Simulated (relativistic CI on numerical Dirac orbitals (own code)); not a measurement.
# Cu²⁺: 3p photoemission

Computed with this model: Dirac-Coulomb-Breit CI, KLI orbitals optimised for each configuration, QED by a radiative potential, multiplet model of photoemission in the sudden approximation, unscaled Slater integrals; configurations [Ar] 3d9 → [Ne] 3s2 3p5 3d9; 300 K; Lorentzian 1.12 eV and Gaussian 0.6 eV FWHM. Energies are those of the free ion, without screening or charge transfer. The energies are binding energies and can lie tens of eV above those of solids. S is read from ⟨S²⟩ = S(S + 1).

Field parameters in Wybourne normalisation: Oh B⁴₀ = 21Dq, B⁴₄ = √(5/14) B⁴₀. The field is a parameter set, without covalency.

Peaks in eV (height, largest 100): 107.8 (100), 110.4 (36), 114.6 (68), 122.2 (38), 124.0 (19).

Problem. Which surroundings give this spectrum?
A. Oh, 10Dq = 8950 cm⁻¹
B. Oh, 10Dq = 20400 cm⁻¹
C. Oh, 10Dq = 3250 cm⁻¹
D. Oh, 10Dq = 14700 cm⁻¹

Solution. D. Oh, 10Dq = 14700 cm⁻¹, where the ground state has S = 0.50.
